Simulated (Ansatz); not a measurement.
Ansatz (an electronic-structure program) input (HF/3-21G): The .json file is the Basis Set Exchange's 3-21G.

Ansatz 0.2 input:
```yaml
crystal:
  periodic: [false, false, false]
  atoms:
    - {symbol: O, position_ang: [2.26284287, -0.49149294, -0.76051419]}
    - {symbol: C, position_ang: [1.85214799, -0.26294013, 0.33243738]}
    - {symbol: O, position_ang: [0.63494472, 0.00312353, 0.75307322]}
    - {symbol: Ge, position_ang: [-0.94518953, 0.15323321, -0.03910931]}
    - {symbol: H, position_ang: [-1.91012742, 0.48114033, 1.09601665]}
    - {symbol: H, position_ang: [-0.86213204, 1.28316494, -1.06976064]}
    - {symbol: H, position_ang: [-1.27686413, -1.18317211, -0.70985454]}
basis:
  gaussian:
    orbitals: 3-21G.json
hamiltonian:
  xc: {name: HF}
magnetization: {spin_polarized: true, initial_magnetization: 1}
phonons: {temperatures: {t_min: 298.15, t_max: 298.15, t_step: 100}}
```

Output:

```
Functional definition: HF
integrals: 0.01 GiB planned
614 factors; integrals over basis functions are off by at most 2.4e-4 eV
mean field: 0.25 GiB planned
mean field evaluation 1: about -61321.1277 eV, gradient 2.4e1 eV
mean field evaluation 2: about -61321.2992 eV, gradient 2.5e1 eV
mean field evaluation 4: about -61323.9896 eV, gradient 2.7e0 eV
mean field evaluation 8: about -61324.0787 eV, gradient 6.4e-1 eV
mean field evaluation 16: about -61324.0961 eV, gradient 8.9e-6 eV
mean field -61324.09605110 eV, -2253.6189629127 hartree, gradient 2.5e-5 eV, S^2 0.768479; 0 other end points of the search recorded, 0 dependent functions left out
the calculation of the forces begins
reference -61324.09605110 eV, -2253.6189629127 hartree; 29, 28 occupied and 27, 28 virtual orbitals, 614 factors
these checks for a lower state are left out or cut short: stability, starts, cluster_reference, orbital_swaps, neighbouring_geometries, increment
integrals: 0.01 GiB planned
614 factors; integrals over basis functions are off by at most 2.4e-4 eV
mean field: 0.25 GiB planned
mean field -61324.09598450 eV, -2253.6189604653 hartree, gradient 7.5e-6 eV, S^2 0.768586; 0 other end points of the search recorded, 0 dependent functions left out
the calculation of the forces begins
reference -61324.09598450 eV, -2253.6189604653 hartree; 29, 28 occupied and 27, 28 virtual orbitals, 614 factors
these checks for a lower state are left out or cut short: stability, starts, cluster_reference, orbital_swaps, neighbouring_geometries, increment
integrals: 0.01 GiB planned
614 factors; integrals over basis functions are off by at most 2.4e-4 eV
mean field: 0.25 GiB planned
mean field evaluation 32: about -61324.0960 eV, gradient 2.3e-3 eV
mean field -61324.09598647 eV, -2253.6189605376 hartree, gradient 7.5e-6 eV, S^2 0.768375; 0 other end points of the search recorded, 0 dependent functions left out
the calculation of the forces begins
reference -61324.09598647 eV, -2253.6189605376 hartree; 29, 28 occupied and 27, 28 virtual orbitals, 614 factors
these checks for a lower state are left out or cut short: stability, starts, cluster_reference, orbital_swaps, neighbouring_geometries, increment
integrals: 0.01 GiB planned
614 factors; integrals over basis functions are off by at most 2.4e-4 eV
mean field: 0.25 GiB planned
mean field -61324.09592545 eV, -2253.6189582950 hartree, gradient 7.4e-6 eV, S^2 0.768283; 0 other end points of the search recorded, 0 dependent functions left out
the calculation of the forces begins
reference -61324.09592545 eV, -2253.6189582950 hartree; 29, 28 occupied and 27, 28 virtual orbitals, 614 factors
these checks for a lower state are left out or cut short: stability, starts, cluster_reference, orbital_swaps, neighbouring_geometries, increment
integrals: 0.01 GiB planned
614 factors; integrals over basis functions are off by at most 2.4e-4 eV
mean field: 0.25 GiB planned
mean field -61324.09592597 eV, -2253.6189583143 hartree, gradient 7.6e-6 eV, S^2 0.768680; 0 other end points of the search recorded, 0 dependent functions left out
the calculation of the forces begins
reference -61324.09592597 eV, -2253.6189583143 hartree; 29, 28 occupied and 27, 28 virtual orbitals, 614 factors
these checks for a lower state are left out or cut short: stability, starts, cluster_reference, orbital_swaps, neighbouring_geometries, increment
integrals: 0.01 GiB planned
614 factors; integrals over basis functions are off by at most 2.4e-4 eV
mean field: 0.25 GiB planned
mean field evaluation 64: about -61324.0959 eV, gradient 2.8e-6 eV
mean field -61324.09586515 eV, -2253.6189560790 hartree, gradient 7.5e-6 eV, S^2 0.768516; 0 other end points of the search recorded, 0 dependent functions left out
the calculation of the forces begins
reference -61324.09586515 eV, -2253.6189560790 hartree; 29, 28 occupied and 27, 28 virtual orbitals, 614 factors
these checks for a lower state are left out or cut short: stability, starts, cluster_reference, orbital_swaps, neighbouring_geometries, increment
integrals: 0.01 GiB planned
614 factors; integrals over basis functions are off by at most 2.4e-4 eV
mean field: 0.25 GiB planned
mean field -61324.09586741 eV, -2253.6189561622 hartree, gradient 7.5e-6 eV, S^2 0.768441; 0 other end points of the search recorded, 0 dependent functions left out
the calculation of the forces begins
reference -61324.09586741 eV, -2253.6189561622 hartree; 29, 28 occupied and 27, 28 virtual orbitals, 614 factors
these checks for a lower state are left out or cut short: stability, starts, cluster_reference, orbital_swaps, neighbouring_geometries, increment
integrals: 0.01 GiB planned
614 factors; integrals over basis functions are off by at most 2.4e-4 eV
mean field: 0.25 GiB planned
[...]
the calculation of the forces begins
reference -61324.09593993 eV, -2253.6189588271 hartree; 29, 28 occupied and 27, 28 virtual orbitals, 614 factors
these checks for a lower state are left out or cut short: stability, starts, cluster_reference, orbital_swaps, neighbouring_geometries, increment
integrals: 0.01 GiB planned
614 factors; integrals over basis functions are off by at most 2.4e-4 eV
mean field: 0.25 GiB planned
mean field evaluation 160: about -61324.0960 eV, gradient 2.8e-6 eV
mean field -61324.09595417 eV, -2253.6189593506 hartree, gradient 7.5e-6 eV, S^2 0.768505; 0 other end points of the search recorded, 0 dependent functions left out
the calculation of the forces begins
reference -61324.09595417 eV, -2253.6189593506 hartree; 29, 28 occupied and 27, 28 virtual orbitals, 614 factors
these checks for a lower state are left out or cut short: stability, starts, cluster_reference, orbital_swaps, neighbouring_geometries, increment
integrals: 0.01 GiB planned
614 factors; integrals over basis functions are off by at most 2.4e-4 eV
mean field: 0.25 GiB planned
mean field -61324.09595694 eV, -2253.6189594522 hartree, gradient 7.5e-6 eV, S^2 0.768455; 0 other end points of the search recorded, 0 dependent functions left out
the calculation of the forces begins
reference -61324.09595694 eV, -2253.6189594522 hartree; 29, 28 occupied and 27, 28 virtual orbitals, 614 factors
these checks for a lower state are left out or cut short: stability, starts, cluster_reference, orbital_swaps, neighbouring_geometries, increment
integrals: 0.01 GiB planned
614 factors; integrals over basis functions are off by at most 2.4e-4 eV
mean field: 0.25 GiB planned
mean field -61324.09602301 eV, -2253.6189618806 hartree, gradient 7.5e-6 eV, S^2 0.768473; 0 other end points of the search recorded, 0 dependent functions left out
the calculation of the forces begins
reference -61324.09602301 eV, -2253.6189618806 hartree; 29, 28 occupied and 27, 28 virtual orbitals, 614 factors
these checks for a lower state are left out or cut short: stability, starts, cluster_reference, orbital_swaps, neighbouring_geometries, increment
integrals: 0.01 GiB planned
614 factors; integrals over basis functions are off by at most 2.4e-4 eV
mean field: 0.25 GiB planned
mean field -61324.09602250 eV, -2253.6189618617 hartree, gradient 7.5e-6 eV, S^2 0.768486; 0 other end points of the search recorded, 0 dependent functions left out
the calculation of the forces begins
reference -61324.09602250 eV, -2253.6189618617 hartree; 29, 28 occupied and 27, 28 virtual orbitals, 614 factors
these checks for a lower state are left out or cut short: stability, starts, cluster_reference, orbital_swaps, neighbouring_geometries, increment
integrals: 0.01 GiB planned
614 factors; integrals over basis functions are off by at most 2.4e-4 eV
mean field: 0.25 GiB planned
mean field evaluation 192: about -61323.8478 eV, gradient 2.8e-3 eV
mean field -61324.09603065 eV, -2253.6189621611 hartree, gradient 7.5e-6 eV, S^2 0.768478; 0 other end points of the search recorded, 0 dependent functions left out
the calculation of the forces begins
reference -61324.09603065 eV, -2253.6189621611 hartree; 29, 28 occupied and 27, 28 virtual orbitals, 614 factors
these checks for a lower state are left out or cut short: stability, starts, cluster_reference, orbital_swaps, neighbouring_geometries, increment
integrals: 0.01 GiB planned
614 factors; integrals over basis functions are off by at most 2.4e-4 eV
mean field: 0.25 GiB planned
mean field -61324.09602980 eV, -2253.6189621298 hartree, gradient 7.5e-6 eV, S^2 0.768481; 0 other end points of the search recorded, 0 dependent functions left out
the calculation of the forces begins
reference -61324.09602980 eV, -2253.6189621298 hartree; 29, 28 occupied and 27, 28 virtual orbitals, 614 factors
these checks for a lower state are left out or cut short: stability, starts, cluster_reference, orbital_swaps, neighbouring_geometries, increment
integrals: 0.01 GiB planned
614 factors; integrals over basis functions are off by at most 2.4e-4 eV
mean field: 0.25 GiB planned
mean field -61324.09604497 eV, -2253.6189626876 hartree, gradient 7.5e-6 eV, S^2 0.768474; 0 other end points of the search recorded, 0 dependent functions left out
the calculation of the forces begins
reference -61324.09604497 eV, -2253.6189626876 hartree; 29, 28 occupied and 27, 28 virtual orbitals, 614 factors
these checks for a lower state are left out or cut short: stability, starts, cluster_reference, orbital_swaps, neighbouring_geometries, increment
integrals: 0.01 GiB planned
614 factors; integrals over basis functions are off by at most 2.4e-4 eV
mean field: 0.25 GiB planned
mean field evaluation 224: about -61324.0960 eV, gradient 2.7e-4 eV
mean field -61324.09604299 eV, -2253.6189626146 hartree, gradient 7.5e-6 eV, S^2 0.768485; 0 other end points of the search recorded, 0 dependent functions left out
the calculation of the forces begins
reference -61324.09604299 eV, -2253.6189626146 hartree; 29, 28 occupied and 27, 28 virtual orbitals, 614 factors
these checks for a lower state are left out or cut short: stability, starts, cluster_reference, orbital_swaps, neighbouring_geometries, increment
integrals: 0.01 GiB planned
614 factors; integrals over basis functions are off by at most 2.4e-4 eV
mean field: 0.25 GiB planned
mean field -61324.09601856 eV, -2253.6189617168 hartree, gradient 7.5e-6 eV, S^2 0.768482; 0 other end points of the search recorded, 0 dependent functions left out
the calculation of the forces begins
reference -61324.09601856 eV, -2253.6189617168 hartree; 29, 28 occupied and 27, 28 virtual orbitals, 614 factors
these checks for a lower state are left out or cut short: stability, starts, cluster_reference, orbital_swaps, neighbouring_geometries, increment
integrals: 0.01 GiB planned
614 factors; integrals over basis functions are off by at most 2.4e-4 eV
mean field: 0.25 GiB planned
mean field -61324.09601773 eV, -2253.6189616863 hartree, gradient 7.5e-6 eV, S^2 0.768477; 0 other end points of the search recorded, 0 dependent functions left out
the calculation of the forces begins
reference -61324.09601773 eV, -2253.6189616863 hartree; 29, 28 occupied and 27, 28 virtual orbitals, 614 factors
these checks for a lower state are left out or cut short: stability, starts, cluster_reference, orbital_swaps, neighbouring_geometries, increment
integrals: 0.01 GiB planned
614 factors; integrals over basis functions are off by at most 2.4e-4 eV
mean field: 0.25 GiB planned
mean field -61324.09602237 eV, -2253.6189618569 hartree, gradient 7.5e-6 eV, S^2 0.768475; 0 other end points of the search recorded, 0 dependent functions left out
the calculation of the forces begins
reference -61324.09602237 eV, -2253.6189618569 hartree; 29, 28 occupied and 27, 28 virtual orbitals, 614 factors
these checks for a lower state are left out or cut short: stability, starts, cluster_reference, orbital_swaps, neighbouring_geometries, increment
integrals: 0.01 GiB planned
614 factors; integrals over basis functions are off by at most 2.4e-4 eV
mean field: 0.25 GiB planned
mean field evaluation 256: about -61324.0932 eV, gradient 7.6e-1 eV
mean field -61324.09602266 eV, -2253.6189618677 hartree, gradient 7.5e-6 eV, S^2 0.768484; 0 other end points of the search recorded, 0 dependent functions left out
the calculation of the forces begins
reference -61324.09602266 eV, -2253.6189618677 hartree; 29, 28 occupied and 27, 28 virtual orbitals, 614 factors
Total energy: -61324.09605110 eV, -2253.6189629127 hartree
Atom 0 at     2.262843    -0.491493    -0.760514 Å, force    -0.000371     0.000064     0.000011 eV/Å
Atom 1 at     1.852148    -0.262940     0.332437 Å, force    -0.000736     0.000202     0.000537 eV/Å
Atom 2 at     0.634945     0.003124     0.753073 Å, force     0.002536    -0.000407     0.000130 eV/Å
Atom 3 at    -0.945190     0.153233    -0.039109 Å, force    -0.002277     0.000254    -0.000885 eV/Å
Atom 4 at    -1.910127     0.481140     1.096017 Å, force     0.000119     0.000015     0.000237 eV/Å
Atom 5 at    -0.862132     1.283165    -1.069761 Å, force     0.000399     0.000145    -0.000046 eV/Å
Atom 6 at    -1.276864    -1.183172    -0.709855 Å, force     0.000329    -0.000272     0.000015 eV/Å
Dipole moment:    -0.677197     0.127148     0.090957 e Å
Vibrations: 96.65 100.49 284.07 623.04 668.86 690.75 816.63 941.84 945.36 968.58 1330.39 1923.71 2186.47 2197.50 2224.22 cm⁻¹, zero-point energy 0.991783 eV
```

The blocks after the first are displaced geometries, from whose forces the wavenumbers follow.
